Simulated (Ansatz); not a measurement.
Frontier orbitals of C6H18GaN3 (`C[N](C)[Ga]([N](C)C)[N](C)C`).

| atom | x (Å) | y (Å) | z (Å) |
| --- | --- | --- | --- |
| C1 | -1.832 | 1.987 | 0.989 |
| N2 | -0.674 | 1.685 | 0.192 |
| C3 | -0.101 | 2.844 | -0.436 |
| Ga4 | 0.000 | 0.000 | -0.002 |
| N5 | -1.094 | -1.448 | 0.195 |
| C6 | -2.512 | -1.406 | -0.035 |
| C7 | -0.623 | -2.746 | 0.596 |
| N8 | 1.767 | -0.237 | -0.389 |
| C9 | 2.280 | -1.395 | -1.068 |
| C10 | 2.787 | 0.716 | -0.045 |
| H11 | -2.647 | 2.419 | 0.388 |
| H12 | -2.217 | 1.089 | 1.476 |
| H13 | -1.598 | 2.716 | 1.781 |
| H14 | -0.829 | 3.353 | -1.087 |
| H15 | 0.243 | 3.587 | 0.301 |
| H16 | 0.755 | 2.569 | -1.056 |
| H17 | -2.817 | -2.125 | -0.812 |
| H18 | -2.825 | -0.414 | -0.368 |
| H19 | -3.086 | -1.653 | 0.872 |
| H20 | -0.810 | -3.510 | -0.175 |
| H21 | 0.451 | -2.729 | 0.794 |
| H22 | -1.122 | -3.091 | 1.515 |
| H23 | 2.805 | -1.120 | -1.997 |
| H24 | 1.474 | -2.079 | -1.341 |
| H25 | 2.999 | -1.954 | -0.448 |
| H26 | 3.560 | 0.267 | 0.598 |
| H27 | 2.364 | 1.563 | 0.498 |
| H28 | 3.302 | 1.111 | -0.935 |

The species carries charge 0 and has multiplicity 1. Correlated methods include outer-core shells of Ga, which these sets cover unevenly. Scalar relativity is left out up to krypton. The structure was optimised at the PBE0-D4/def2-TZVP level. It is one conformer, not always the lowest. Basis def2-TZVPP, Ansatz.

Orbital energies of one run (eV). Highest occupied ones, from the top: -4.87, -4.87, -5.60, -7.91, -7.91, -9.01, -9.21, -9.21, -9.36, -9.66, -9.66, -9.68, -11.09, -11.09. Empty: -0.45, -0.20, 0.63, 0.84, 0.84, 1.69.

Which functional gave them?
A. PBE
B. ωB97M-V
C. r2SCAN0
D. B97M-V

D. HOMO energies: B97M-V -4.87, r2SCAN0 -5.92, PBE -4.49, ωB97M-V -8.04 eV.
